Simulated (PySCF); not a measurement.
PySCF input for AlFH4O3Si, SMILES [OH][Al]([OH])[O][SiH2]F, TPSSh-D3(BJ)/def2-SVP. Geometry optimised at TPSSh-D3(BJ)/def2-SVP. The structure was generated by enumeration; whether it is a known compound was not checked. One conformer was computed; it need not be the lowest.

```python
import numpy as np
from pyscf import gto, scf, dft, df
from pyscf.hessian import thermo

mol = gto.M(
    atom='''
    Si    1.94785510   -0.02600730   -0.27983984
    F     2.44881344    0.30410680    1.23325344
    O     0.33281588    0.20652680   -0.36637452
    Al   -1.33428676   -0.04882422   -0.14028015
    O    -1.89457647   -1.64703562   -0.02947469
    O    -2.42752321    1.24897843   -0.05400706
    H     2.30672263   -1.43554333   -0.56047244
    H     2.63824277    0.91824950   -1.18792966
    H    -2.82564863   -1.86465247    0.09425022
    H    -2.16861099    2.17604513   -0.10487915
    ''',
    basis='def2-SVP',
    charge=0,
    spin=0,
    max_memory=1600,
    verbose=3,
)
mf = dft.RKS(mol, xc='tpssh').density_fit(auxbasis='def2-universal-jkfit')
mf.disp = 'd3bj'
mf.grids.level = 4
mf.conv_tol = 1e-11
mf.max_cycle = 100
mf.kernel()

# [left out here: the lines that compute and print the analytic Hessian (its translational invariance restored by hand, since the grid's response is missing), thermochemistry and intensities]
```

It prints:

```
converged SCF energy = -859.717794379847

WARN: MGGA Hessian is sensitive to dft grids. grids.level 4 may not be dense enough.


WARN: DFTD3 does not support analytical Hessian, using finite difference


WARN: Mole.unit (angstrom) is changed to Bohr

Mode                                 0                   1                   2
Irrep
Freq [cm^-1]                       -5.0600             40.0184             49.4564
Reduced mass [au]                   5.6575              9.7927              4.1922
Force const [Dyne/A]               -0.0001              0.0092              0.0060
Char temp [K]                      -7.2802             57.5776             71.1568
Normal mode                   x     y     z       x     y     z       x     y     z
       0  Si                 0.00 -0.05  0.02   -0.02 -0.02  0.01    0.03  0.08 -0.01
       1   F                 0.03  0.14 -0.03    0.13 -0.02 -0.04    0.04 -0.01  0.00
       2   O                 0.00 -0.05  0.02   -0.01  0.06  0.14   -0.00 -0.12  0.06
       3  Al                -0.01 -0.01 -0.00   -0.02  0.01  0.01   -0.02 -0.03  0.01
       4   O                -0.06 -0.00 -0.10    0.01 -0.00 -0.03   -0.11 -0.00  0.00
       5   O                 0.03  0.02  0.07   -0.07 -0.02 -0.08    0.04  0.02 -0.04
       6   H                -0.01 -0.09  0.20   -0.11 -0.04  0.00    0.19  0.15 -0.17
       7   H                -0.01 -0.17 -0.11   -0.05 -0.06 -0.06   -0.11  0.25  0.06
       8   H                -0.06  0.02 -0.12    0.01 -0.03 -0.10   -0.13  0.06 -0.03
       9   H                 0.06  0.01  0.13   -0.09 -0.01 -0.06    0.09  0.01 -0.04
Mode                                 3                   4                   5
Irrep
Freq [cm^-1]                      207.8858            243.9375            262.9309
Reduced mass [au]                   4.1789              6.2424              7.6984
Force const [Dyne/A]                0.1064              0.2189              0.3136
Char temp [K]                     299.1014            350.9717            378.2990
Normal mode                   x     y     z       x     y     z       x     y     z
       0  Si                 0.05 -0.01  0.01   -0.01  0.02  0.01   -0.02  0.01  0.04
       1   F                 0.03 -0.00  0.01    0.03 -0.01  0.00    0.08 -0.01  0.01
       2   O                 0.04 -0.03 -0.04    0.00  0.15 -0.02   -0.02 -0.03 -0.01
       3  Al                 0.03  0.03 -0.03    0.03 -0.07 -0.03   -0.05  0.00 -0.13
       4   O                -0.08  0.07  0.02   -0.12 -0.02  0.03    0.04 -0.01  0.06
       5   O                -0.12 -0.10  0.03    0.07 -0.04  0.01    0.00  0.04  0.06
       6   H                 0.06 -0.01  0.02   -0.15 -0.02  0.05    0.00  0.02  0.02
       7   H                 0.06 -0.00  0.02    0.07 -0.06 -0.00   -0.05  0.03  0.04
       8   H                -0.11  0.23  0.05   -0.15  0.14  0.07    0.08 -0.10  0.21
       9   H                -0.34 -0.04  0.05    0.16 -0.06 -0.00    0.04  0.03  0.14
Mode                                 6                   7                   8
Irrep
Freq [cm^-1]                      319.4693            341.0378            355.4439
Reduced mass [au]                   1.3093              2.3766              1.5460
Force const [Dyne/A]                0.0787              0.1629              0.1151
Char temp [K]                     459.6452            490.6775            511.4047
Normal mode                   x     y     z       x     y     z       x     y     z
       0  Si                -0.01  0.01  0.03    0.02 -0.01 -0.03   -0.01  0.01  0.02
       1   F                 0.06 -0.01  0.01   -0.07  0.01 -0.01    0.06 -0.01  0.01
       2   O                -0.02 -0.01 -0.07    0.02  0.01  0.11   -0.02 -0.01 -0.10
       3  Al                -0.01 -0.00  0.02    0.01  0.00 -0.07   -0.01 -0.00  0.03
       4   O                 0.00 -0.01 -0.00    0.01  0.01  0.08    0.00 -0.01  0.04
       5   O                 0.00  0.01  0.06    0.01 -0.01  0.05   -0.01  0.01 -0.04
       6   H                -0.02  0.01  0.04    0.02 -0.01 -0.06   -0.02  0.00  0.05
       7   H                -0.01  0.01  0.03   -0.00 -0.01 -0.05    0.01  0.01  0.04
       8   H                -0.03 -0.05 -0.30   -0.09  0.03 -0.61   -0.07 -0.05 -0.62
       9   H                -0.07 -0.01 -0.81   -0.02 -0.01 -0.07    0.06  0.02  0.47
Mode                                 9                  10                  11
Irrep
Freq [cm^-1]                      510.5703            593.6434            610.3852
Reduced mass [au]                   4.3589              1.2251              1.5803
Force const [Dyne/A]                0.6695              0.2544              0.3469
Char temp [K]                     734.5970            854.1207            878.2084
Normal mode                   x     y     z       x     y     z       x     y     z
       0  Si                 0.10 -0.01 -0.02    0.02  0.00 -0.01    0.02 -0.00 -0.01
       1   F                -0.01  0.00  0.02   -0.00 -0.00  0.01   -0.00  0.00  0.01
       2   O                 0.03  0.05 -0.01    0.01  0.02 -0.00    0.00  0.02 -0.00
       3  Al                -0.07 -0.01  0.01   -0.02 -0.01  0.00   -0.04  0.01  0.00
       4   O                -0.03 -0.06  0.01   -0.05  0.04  0.01    0.02 -0.12  0.00
       5   O                -0.09  0.07  0.01    0.07 -0.01 -0.01    0.04  0.05 -0.01
       6   H                 0.09 -0.03  0.01    0.01 -0.01  0.02    0.02 -0.01  0.02
       7   H                 0.20 -0.06 -0.01    0.08 -0.04 -0.01    0.07 -0.03 -0.01
       8   H                 0.01 -0.21  0.00    0.14 -0.66 -0.00   -0.14  0.48  0.01
       9   H                 0.30 -0.04 -0.04   -0.56  0.15  0.06   -0.55  0.21  0.05
Mode                                12                  13                  14
Irrep
Freq [cm^-1]                      710.1062            746.6954            827.7766
Reduced mass [au]                   1.4310              1.0575              6.3306
Force const [Dyne/A]                0.4251              0.3474              2.5558
Char temp [K]                    1021.6847           1074.3284           1190.9862
Normal mode                   x     y     z       x     y     z       x     y     z
       0  Si                 0.01  0.08 -0.02    0.00 -0.01  0.00   -0.03  0.01  0.04
       1   F                -0.01 -0.05  0.01   -0.00 -0.03  0.01   -0.02 -0.01 -0.05
       2   O                -0.00 -0.06  0.02   -0.00  0.04 -0.01    0.05 -0.01  0.00
       3  Al                 0.00 -0.00 -0.00    0.00  0.00 -0.00    0.10  0.01 -0.01
       4   O                 0.01  0.01 -0.00   -0.00 -0.00  0.00   -0.05 -0.09  0.01
       5   O                -0.00 -0.00  0.00   -0.00  0.00 -0.00   -0.08  0.09  0.01
       6   H                -0.32 -0.11  0.49    0.57  0.06  0.39   -0.10 -0.00  0.04
       7   H                 0.22 -0.40 -0.35   -0.54  0.00 -0.41   -0.11  0.06  0.03
       8   H                 0.00  0.02  0.00   -0.00 -0.00  0.00   -0.02 -0.25  0.01
       9   H                 0.03 -0.01 -0.00   -0.01  0.00  0.00   -0.09  0.11  0.01
Mode                                15                  16                  17
Irrep
Freq [cm^-1]                      870.3431            959.0775            988.1266
Reduced mass [au]                   3.5285              7.7080              1.4516
Force const [Dyne/A]                1.5748              4.1773              0.8351
Char temp [K]                    1252.2299           1379.8990           1421.6942
Normal mode                   x     y     z       x     y     z       x     y     z
       0  Si                -0.02 -0.02 -0.08    0.01  0.00  0.00   -0.07 -0.00 -0.06
       1   F                 0.04  0.03  0.15   -0.00 -0.00 -0.00    0.03  0.01  0.04
       2   O                -0.01 -0.01 -0.00    0.00 -0.01 -0.00   -0.00 -0.00  0.02
       3  Al                 0.04  0.00 -0.01   -0.01  0.13 -0.00    0.03  0.02 -0.00
       4   O                -0.01 -0.02  0.00   -0.05 -0.11  0.01   -0.01 -0.03  0.00
       5   O                -0.02  0.02  0.00    0.06 -0.10 -0.00   -0.01  0.00  0.00
       6   H                -0.21 -0.02 -0.27   -0.08 -0.02  0.00    0.52  0.08  0.24
       7   H                -0.21 -0.06 -0.27   -0.07  0.03 -0.02    0.51 -0.09  0.28
       8   H                -0.00 -0.06  0.00   -0.04 -0.16  0.01   -0.01 -0.05  0.00
       9   H                -0.02  0.03 -0.00    0.17 -0.13 -0.01    0.03 -0.01 -0.01
Mode                                18                  19                  20
Irrep
Freq [cm^-1]                      992.2264           1139.9346           2293.9246
Reduced mass [au]                   1.1261             14.6724              1.0441
Force const [Dyne/A]                0.6532             11.2334              3.2371
Char temp [K]                    1427.5929           1640.1120           3300.4467
Normal mode                   x     y     z       x     y     z       x     y     z
       0  Si                -0.02  0.02  0.05   -0.07  0.01 -0.01   -0.01  0.03  0.00
       1   F                -0.01 -0.00 -0.02    0.00  0.00  0.01   -0.00  0.00  0.00
       2   O                 0.01 -0.00 -0.01    0.22 -0.00 -0.01   -0.00 -0.00  0.00
       3  Al                 0.00  0.01  0.00   -0.06 -0.01  0.01    0.00  0.00 -0.00
       4   O                -0.00 -0.01  0.00    0.00  0.01 -0.00   -0.00 -0.00  0.00
       5   O                -0.00 -0.00 -0.00    0.00 -0.01  0.00   -0.00 -0.00  0.00
       6   H                 0.29  0.20 -0.56   -0.06 -0.00  0.01    0.23 -0.93 -0.18
       7   H                 0.19 -0.52 -0.37   -0.08  0.04  0.00   -0.05 -0.05  0.06
       8   H                -0.00 -0.01  0.00   -0.00  0.03  0.00   -0.00  0.00  0.00
       9   H                 0.01 -0.01  0.00    0.02 -0.01 -0.00    0.00 -0.00 -0.00
Mode                                21                  22                  23
Irrep
Freq [cm^-1]                     2297.0376           3888.8300           3891.2067
Reduced mass [au]                   1.0386              1.0676              1.0680
Force const [Dyne/A]                3.2287              9.5124              9.5278
Char temp [K]                    3304.9257           5595.1605           5598.5801
Normal mode                   x     y     z       x     y     z       x     y     z
       0  Si                -0.02 -0.02  0.02   -0.00 -0.00 -0.00   -0.00 -0.00 -0.00
       1   F                -0.00 -0.00  0.00    0.00  0.00  0.00    0.00  0.00  0.00
       2   O                -0.00  0.00 -0.00    0.00  0.00 -0.00    0.00 -0.00 -0.00
       3  Al                 0.00 -0.00  0.00   -0.00  0.00  0.00    0.00 -0.00 -0.00
       4   O                -0.00 -0.00 -0.00   -0.06 -0.02  0.01   -0.01 -0.00  0.00
       5   O                -0.00  0.00 -0.00   -0.00 -0.01  0.00    0.01  0.06 -0.00
       6   H                 0.02 -0.10 -0.01    0.00 -0.00 -0.00    0.00 -0.00 -0.00
       7   H                 0.45  0.63 -0.60    0.00  0.00 -0.00    0.00  0.00 -0.00
       8   H                -0.00 -0.00  0.00    0.91  0.23 -0.12    0.20  0.05 -0.03
       9   H                 0.00  0.00  0.00    0.05  0.20 -0.01   -0.23 -0.91  0.05
temperature 298.1500 [K]
pressure 101325.00 [Pa]
Rotational constants [GHz] 4.50223 1.04584 0.94630
Symmetry number 1
Zero-point energy (ZPE) 0.05272 [Eh]   138408.321 [J/mol]
                           tot       elec      trans        rot        vib
Entropy [J/mol/K]       381.128      0.000    169.072    119.950     92.106
Cv [J/mol/K]            115.035      0.000     12.472     12.472     90.092
Cp [J/mol/K]            123.350      0.000     20.786     12.472     90.092
Internal energy [J/mol]                      3718.434   3718.434 152422.098
Internal energy [Eh]   -859.65691  -859.71779
Enthalpy [J/mol]                             6197.391   3718.434 152422.098
Enthalpy [Eh]          -859.65596
Gibbs free energy [J/mol]                  -44211.344 -32044.797 124960.640
Gibbs free energy [Eh] -859.69924
mode   freq/cm-1   IR/(km/mol)
   1       -5.06         0.886
   2       40.02         1.564
   3       49.46         1.752
   4      207.89        29.675
   5      243.94        16.009
   6      262.93        20.915
   7      319.47        99.828
   8      341.04       214.341
   9      355.44         8.690
  10      510.57        56.303
  11      593.64       102.202
  12      610.39       210.562
  13      710.11       134.064
  14      746.70         1.270
  15      827.78        69.192
  16      870.34        47.765
  17      959.08       136.278
  18      988.13       259.303
  19      992.23       168.907
  20     1139.93       583.307
  21     2293.92       150.486
  22     2297.04       141.948
  23     3888.83       107.794
  24     3891.21        68.744
max |gradient| / (hartree/bohr): 3.546303721082741e-05
APT charges: [ 1.8732 -0.6406 -1.2923  1.7751 -0.8393 -0.8609 -0.3098 -0.3105  0.3005
  0.3046]
```

The calculation finished and met its thresholds.
